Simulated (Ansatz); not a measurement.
**What each rung costs, and what it gives**

The pair of N2 (SMILES N#N, atoms 1–2) and H2Te (SMILES [TeH2], atoms 3–5), both closed shells, in one local arrangement (a lower one may exist), relaxed at PBE0-D4/def2-TZVP:

```
5
angstrom
N -0.5319 -0.0749 -2.5829
N 0.3569 -0.2535 -1.9787
Te -0.5248 -0.0960 1.9935
H 0.7442 -0.8931 1.2904
H -0.0444 1.3175 1.2778
```

Interaction energies are counterpoise-corrected; the time is that of the whole pair.

Ansatz 0.2.0; basis: as named in each row; cores frozen in the correlated methods. Filled d shells of the heavier atoms are correlated. Core potentials replace the inner electrons of the atoms past krypton. The def2 sets are not built for correlating such inner shells, so the correlated values are less sure here. B3LYP uses VWN-RPA correlation. Extrapolation: Hartree–Fock as exp(−7.88 √X), correlation as X^−2.97.

Times are rough, for one single point on 2 threads of a shared host (Arm Neoverse V2).

The estimate by CCSD(T) at an estimated basis limit (MP2 extrapolated from triple and quadruple zeta, plus CCSD(T) − MP2 in triple zeta) is -0.45 kcal/mol.

```
   method        basis  time (s)  interaction energy (kcal/mol)  method less estimate
    SPW92     def2-SVP   under 1                          -0.70                 -0.25
   PBE-D4     def2-SVP   under 1                          -0.64                 -0.19
  PBE0-D4     def2-SVP   under 1                          -0.59                 -0.14
  CCSD(T)     def2-SVP         1                           0.00                  0.45
revPBE-D4  def2-TZVPPD         2                          -0.41                  0.04
   PBE-D4  def2-TZVPPD         2                          -0.68                 -0.22
  BLYP-D4  def2-TZVPPD         2                          -0.28                  0.17
  PBE0-D4  def2-TZVPPD         2                          -0.59                 -0.14
 B3LYP-D4  def2-TZVPPD         2                          -0.41                  0.05
 HSE06-D4  def2-TZVPPD         2                          -0.60                 -0.15
r2SCAN-D4  def2-TZVPPD         3                          -0.44                  0.01
  wB97M-V     def2-SVP         3                          -0.48                 -0.03
   B2PLYP  def2-TZVPPD         4                           0.02                  0.47
  wB97X-V  def2-TZVPPD         6                          -0.52                 -0.07
   B97M-V  def2-TZVPPD         6                          -0.48                 -0.03
  wB97M-V  def2-TZVPPD         6                          -0.46                 -0.01
      MP2  def2-QZVPPD         8                          -0.56                 -0.11
  CCSD(T)  def2-TZVPPD        47                          -0.35                  0.10
```

No T1 diagnostic of these runs exceeds 0.014.
